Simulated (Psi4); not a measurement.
H₂O, charge +1, doublet, at a GFN2-xTB geometry (a state made from the parent by changing its charge; the spin is typed, not shown lowest); PBE0/def2-SVPD (Psi4).

Here is a job for Psi4.
```
memory 2 GB

molecule mol {
1 2
  O     0.008380    0.001641    0.099256
  H    -0.053207    0.866383   -0.409792
  H    -0.013837   -0.879508   -0.384257
}

set basis def2-svpd
set reference uks
set scf_type pk
set puream true
set d_convergence 1e-8
set dft_radial_points 99
set dft_spherical_points 590

energy('pbe0')
print_variables()
```

Output, abridged:

```
   => Loading Basis Set <=

    Name: DEF2-SVPD
    Role: ORBITAL
    Keyword: BASIS

         ---------------------------------------------------------
                                   SCF
               by Justin Turney, Rob Parrish, Andy Simmonett
                          and Daniel G. A. Smith
                              UKS Reference
         ---------------------------------------------------------

  ==> Geometry <==

    Molecular point group: cs
    Full point group: Cs

    Geometry (in Angstrom), charge = 1, multiplicity = 2:

       Center              X                  Y                   Z               Mass
    ------------   -----------------  -----------------  -----------------  -----------------
         O           -0.055738784623     0.000918300614     0.000000000000    15.994914619570
         H            0.456692350651     0.865855224925     0.000000000000     1.007825032230
         H            0.427922609823    -0.880429322054     0.000000000000     1.007825032230

  Running in cs symmetry.

  Rotational constants: A =     37.95505  B =     10.96714  C =      8.50858 [cm^-1]
  Rotational constants: A = 1137863.65925  B = 328786.64746  C = 255080.83016 [MHz]
  Nuclear repulsion =    8.724879984188664

  Charge       = 1
  Multiplicity = 2
  Electrons    = 9
  Nalpha       = 5
  Nbeta        = 4

  ==> Algorithm <==

  SCF Algorithm Type is PK.
  DIIS enabled.
  MOM disabled.
  Fractional occupation disabled.
  Guess Type is SAD.
  Energy threshold   = 1.00e-06
  Density threshold  = 1.00e-08
  Integral threshold = 1.00e-12

  ==> Primary Basis <==

  Basis Set: DEF2-SVPD
    Blend: DEF2-SVPD
    Number of shells: 17
    Number of basis functions: 39
    Number of Cartesian functions: 41
    Spherical Harmonics?: true
    Max angular momentum: 2

  ==> DFT Potential <==

   => LibXC <=

    Version 7.1.2
    S. Lehtola, C. Steigemann, M. J. T. Oliveira, and M. A. L. Marques,  SoftwareX 7, 1–5 (2018) (10.1016/j.softx.2017.11.002)

   => Composite Functional: PBE0 <=

    PBE0 Hyb-GGA Exchange-Correlation Functional

    C. Adamo and V. Barone,  J. Chem. Phys. 110, 6158 (1999) (10.1063/1.478522)
    M. Ernzerhof and G. E. Scuseria,  J. Chem. Phys. 110, 5029 (1999) (10.1063/1.478401)

    Deriv               =              1
    GGA                 =           TRUE
    Meta                =          FALSE

    Exchange Hybrid     =           TRUE
    MP2 Hybrid          =          FALSE

   => Exchange Functionals <=

    0.7500   Perdew, Burke & Ernzerhof

   => Exact (HF) Exchange <=

    0.2500               HF

   => Correlation Functionals <=

    1.0000   Perdew, Burke & Ernzerhof

   => LibXC Density Thresholds  <==

    XC_HYB_GGA_XC_PBEH:  1.00E-15

   => Molecular Quadrature <=

    Radial Scheme          =       TREUTLER
    Pruning Scheme         =           NONE
    Nuclear Scheme         =       TREUTLER

    Blocking Scheme        =         OCTREE
    BS radius alpha        =              1
    Pruning alpha          =              1
    Radial Points          =             99
    Spherical Points       =            590
    Total Points           =         171086
    Total Blocks           =           1320
    Max Points             =            256
    Max Functions          =             39
    Weights Tolerance      =       1.00E-15

  ==> Integral Setup <==

  Using in-core PK algorithm.
   Calculation information:
      Number of atoms:                   3
      Number of AO shells:              17
      Number of primitives:             27
      Number of atomic orbitals:        41
      Number of basis functions:        39

      Integral cutoff                 1.00e-12
      Number of threads:                 1

  Performing in-core PK
  Using 609180 doubles for integral storage.
  We computed 11781 shell quartets total.
  Whereas there are 11781 unique shell quartets.

  ==> DiskJK: Disk-Based J/K Matrices <==

    J tasked:                  Yes
    K tasked:                  Yes
    wK tasked:                  No
    Schwarz Cutoff:          1E-12

  Minimum eigenvalue in the overlap matrix is 5.7999318360E-03.
  Reciprocal condition number of the overlap matrix is 1.1918623814E-03.
    Using symmetric orthogonalization.

  ==> Pre-Iterations <==

  SCF Guess: Superposition of Atomic Densities via on-the-fly atomic UHF (no occupation information).

   -------------------------
    Irrep   Nso     Nmo
   -------------------------
     A'        28      28
     A"        11      11
   -------------------------
    Total      39      39
   -------------------------

  ==> Iterations <==

                        Total Energy        Delta E     RMS |[F,P]|

   @UKS iter SAD:   -75.90535506534836   -7.59054e+01   0.00000e+00
   @UKS iter   1:   -75.81965492083302    8.57001e-02   5.18328e-03 DIIS/ADIIS
   @UKS iter   2:   -75.82891222514631   -9.25730e-03   2.82897e-03 DIIS/ADIIS
   @UKS iter   3:   -75.83129969279769   -2.38747e-03   1.12795e-03 DIIS/ADIIS
   @UKS iter   4:   -75.83175141808027   -4.51725e-04   1.36658e-04 DIIS/ADIIS
   @UKS iter   5:   -75.83176230938668   -1.08913e-05   3.46327e-05 DIIS
   @UKS iter   6:   -75.83176377065452   -1.46127e-06   5.81698e-06 DIIS
   @UKS iter   7:   -75.83176381597652   -4.53220e-08   5.29049e-07 DIIS
   @UKS iter   8:   -75.83176381628655   -3.10038e-10   6.17256e-08 DIIS
   @UKS iter   9:   -75.83176381628914   -2.58638e-12   5.27053e-09 DIIS
  Energy and wave function converged.

  ==> Post-Iterations <==

   Electrons on quadrature grid:
      Nalpha   =    5.0000000116 ; deviation = 1.156e-08
      Nbeta    =    4.0000000080 ; deviation = 8.024e-09
      Ntotal   =    9.0000000196 ; deviation = 1.958e-08

   @Spin Contamination Metric:   3.005832667E-03
   @S^2 Expected:                7.500000000E-01
   @S^2 Observed:                7.530058327E-01
   @S   Expected:                5.000000000E-01
   @S   Observed:                5.000000000E-01

    Orbital Energies [Eh]
    ---------------------

    Alpha Occupied:

       1Ap   -19.762878     2Ap    -1.514333     3Ap    -1.021010
       1App   -0.889320     4Ap    -0.849114

    Alpha Virtual:

       5Ap    -0.284137     6Ap    -0.200113     2App   -0.111279
       7Ap    -0.101288     8Ap    -0.080925     9Ap    -0.057885
       3App   -0.010235    10Ap     0.027613     4App    0.051280
      11Ap     0.094410    12Ap     0.098153    13Ap     0.168246
      14Ap     0.234812     5App    0.266443    15Ap     0.269024
      16Ap     0.299055     6App    0.323483    17Ap     0.621460
      18Ap     0.693930     7App    0.766150    19Ap     0.827330
      20Ap     1.206192    21Ap     1.258775     8App    1.315282
       9App    1.405621    22Ap     1.453722    23Ap     1.562410
      24Ap     1.819311    25Ap     1.896283    10App    2.419964
      26Ap     2.540040    11App    2.549919    27Ap     3.278784
      28Ap     3.425956

    Beta Occupied:

       1Ap   -19.733155     2Ap    -1.433827     3Ap    -0.999125
       4Ap    -0.817802

    Beta Virtual:

       1App   -0.580473     5Ap    -0.272816     6Ap    -0.194695
       7Ap    -0.098623     2App   -0.084204     8Ap    -0.072844
       9Ap    -0.057714     3App   -0.003548    10Ap     0.032679
       4App    0.061333    11Ap     0.096912    12Ap     0.108913
      13Ap     0.169232    14Ap     0.251484    15Ap     0.269450
       5App    0.284780    16Ap     0.301497     6App    0.339062
      17Ap     0.625858    18Ap     0.698288    19Ap     0.843618
       7App    0.861475    20Ap     1.211135    21Ap     1.293817
       8App    1.326687     9App    1.418553    22Ap     1.459329
      23Ap     1.564176    24Ap     1.823347    25Ap     1.941408
      10App    2.504164    26Ap     2.593084    11App    2.631867
      27Ap     3.322257    28Ap     3.438684

    Final Occupation by Irrep:
             Ap   App
    DOCC [     4,    0 ]
    SOCC [     0,    1 ]
    NA   [     4,    1 ]
    NB   [     4,    0 ]

  @UKS Final Energy:   -75.83176381628914

   => Energetics <=

    Nuclear Repulsion Energy =              8.7248799841886644
    One-Electron Energy =                -117.3035685273944750
    Two-Electron Energy =                  39.4564434370983648
    DFT Exchange-Correlation Energy =      -6.7095187101816949
    Empirical Dispersion Energy =           0.0000000000000000
    VV10 Nonlocal Energy =                  0.0000000000000000
    Total Energy =                        -75.8317638162891399

  UHF NO Occupations:
  HONO-2 :    3 Ap 1.9996615
  HONO-1 :    4 Ap 1.9990132
  HONO-0 :    1App 1.0000000
  LUNO+0 :    5 Ap 0.0009868
  LUNO+1 :    6 Ap 0.0003385
  LUNO+2 :    7 Ap 0.0001779
  LUNO+3 :    8 Ap 0.0000002

Computation Completed

Properties will be evaluated at   0.000000,   0.000000,   0.000000 [a0]

Properties computed using the SCF density matrix

 Multipole Moments:

 ------------------------------------------------------------------------------------
     Multipole            Electronic (a.u.)      Nuclear  (a.u.)        Total (a.u.)
 ------------------------------------------------------------------------------------

 L = 1.  Multiply by 2.5417464519 to convert [e a0] to [Debye]
 Dipole X            :          0.0058366            0.8290317            0.8348683
 Dipole Y            :         -0.0000962           -0.0136584           -0.0137546
 Dipole Z            :          0.0000000            0.0000000            0.0000000
 Magnitude           :                                                    0.8349816

 ------------------------------------------------------------------------------------

  Variable Map:
  ----------------------------------------------------------------------------
  "CURRENT ENERGY"              =>     -75.831763816289
  "CURRENT REFERENCE ENERGY"    =>     -75.831763816289
  "DD SOLVATION ENERGY"         =>       0.000000000000
  "DFT FUNCTIONAL TOTAL ENERGY" =>     -75.831763816289
  "DFT TOTAL ENERGY"            =>     -75.831763816289
  "DFT VV10 ENERGY"             =>       0.000000000000
  "DFT XC ENERGY"               =>      -6.709518710182
  "GRID ELECTRONS ALPHA"        =>       5.000000011556
  "GRID ELECTRONS BETA"         =>       4.000000008024
  "GRID ELECTRONS TOTAL"        =>       9.000000019580
  "NUCLEAR REPULSION ENERGY"    =>       8.724879984189
  "ONE-ELECTRON ENERGY"         =>    -117.303568527394
  "PCM POLARIZATION ENERGY"     =>       0.000000000000
  "PE ENERGY"                   =>       0.000000000000
  "SCF ITERATION ENERGY"        =>     -75.831763816289
  "SCF ITERATIONS"              =>       9.000000000000
  "SCF TOTAL ENERGY"            =>     -75.831763816289
  "TWO-ELECTRON ENERGY"         =>      39.456443437098
  "XC GRID RADIAL POINTS"       =>      99.000000000000
  "XC GRID SPHERICAL POINTS"    =>     590.000000000000
  "XC GRID TOTAL POINTS"        =>  171086.000000000000

  Array Variable Map:
  ----------------------------------------------------------------------------
  "CURRENT DIPOLE"              =>       0.834868263233 ... 0.000000000000 1 by 3
  "SCF DIPOLE"                  =>       0.834868263233 ... 0.000000000000 1 by 3
  "SCF TOTAL ENERGIES"          =>     -75.905355065348 ... -75.831763816289 1 by 10
```
